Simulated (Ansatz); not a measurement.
`C[O][Ti]1234([O]C)([O]C)[C@H]5[C@@H]1[C@@H]2[C@@H]3[C@H]54`, 26 atoms. The species carries charge 0 and has multiplicity 1. Correlated methods include outer-core shells of Ti, which these sets cover unevenly. Scalar relativity is left out up to krypton. Hardware: A = 11 threads of an AMD EPYC 7R13 on a shared host; B = 11 threads of an AMD EPYC 7R13 on a shared host and a whole NVIDIA H100 80 GB. Correlated methods freeze the cores.

(1) How many basis functions does each run have, and how long does it take in Ansatz? RKS ωB97M-V/def2-QZVPP energy [B]; RKS PBE0-D4/def2-TZVP relaxation (58 steps) [B]; RKS r2SCAN0-D4/def2-TZVPP energy [B]; RKS ωB97M-V/def2-SVP energy [A]; RKS PBE0-D4/def2-SVP energy [A]; RKS HSE06 (plane-wave form)-D4/def2-TZVPP energy [B]; RHF-MP2/def2-QZVPP energy [B]; RKS PBE0-D4/def2-QZVPP energy [B]; RKS B3LYP-D4/def2-TZVPP energy and forces [B]; RHF-CCSD(T)/def2-SVP energy [B]; RKS ωB97M-V/def2-TZVPP energy and forces [B]; direct RPA on PBE orbitals/def2-TZVPP energy [B]. (Estimate.)

Answers

(1) The calculation gave: Other jobs shared the machine, so times are rough.

```json
{"level": "RKS PBE0-D4/def2-SVP", "job": "energy [A]", "functions": "255", "wall time": "4 s", "peak host memory (GiB)": "1.8"}
{"level": "RKS B3LYP-D4/def2-TZVPP", "job": "energy and forces [B]", "functions": "601", "wall time": "5.5 s", "peak host memory (GiB)": "1.8"}
{"level": "RKS HSE06 (plane-wave form)-D4/def2-TZVPP", "job": "energy [B]", "functions": "601", "wall time": "7 s", "peak host memory (GiB)": "1.8"}
{"level": "RKS r2SCAN0-D4/def2-TZVPP", "job": "energy [B]", "functions": "601", "wall time": "7 s", "peak host memory (GiB)": "1.8"}
{"level": "RKS ωB97M-V/def2-TZVPP", "job": "energy and forces [B]", "functions": "601", "wall time": "7.5 s", "peak host memory (GiB)": "1.8"}
{"level": "RKS PBE0-D4/def2-QZVPP", "job": "energy [B]", "functions": "1140", "wall time": "8 s", "peak host memory (GiB)": "1.8"}
{"level": "RHF-MP2/def2-QZVPP", "job": "energy [B]", "functions": "1140", "wall time": "9 s", "peak host memory (GiB)": "2"}
{"level": "RHF-CCSD(T)/def2-SVP", "job": "energy [B]", "functions": "255", "wall time": "9 s", "peak host memory (GiB)": "1.8"}
{"level": "RKS ωB97M-V/def2-SVP", "job": "energy [A]", "functions": "255", "wall time": "9.5 s", "peak host memory (GiB)": "2.1"}
{"level": "direct RPA on PBE orbitals/def2-TZVPP", "job": "energy [B]", "functions": "601", "wall time": "11 s", "peak host memory (GiB)": "4.1"}
{"level": "RKS ωB97M-V/def2-QZVPP", "job": "energy [B]", "functions": "1140", "wall time": "13 s", "peak host memory (GiB)": "2"}
{"level": "RKS PBE0-D4/def2-TZVP", "job": "relaxation (58 steps) [B]", "functions": "470", "wall time": "110 s", "peak host memory (GiB)": "1.4"}
```

B3LYP here is the variant with VWN-RPA as its local correlation; programs differ in this.
